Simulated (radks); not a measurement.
Problem. The mean radii <r> (bohr) of the occupied orbitals of an atom or ion are listed with their occupations. All-electron calculation, scalar-relativistic Kohn-Sham, PBE, spin-unpolarised, spherical densities, finite nucleus; Fermi nuclear charge, rms radius of each element as measured or else 0.836 A^(1/3) + 0.57 fm. Program: a radial shooting solver on a logarithmic mesh with Libxc functionals.

orbital  occ.      <r>
1s          2  0.01736

Name the element and its charge.

Solution. Z = 77, iridium, charge +75: Ir75+ in [He]. The 1s radius gives Z: for a bare nucleus <r> = (2 gamma + 1)/(2Z) with gamma = sqrt(1 - (Z/c)^2), 0.01724 bohr for Z = 77, and screening makes it slightly larger (0.01736 here). The occupations add up to 2, and the charge is Z minus that.
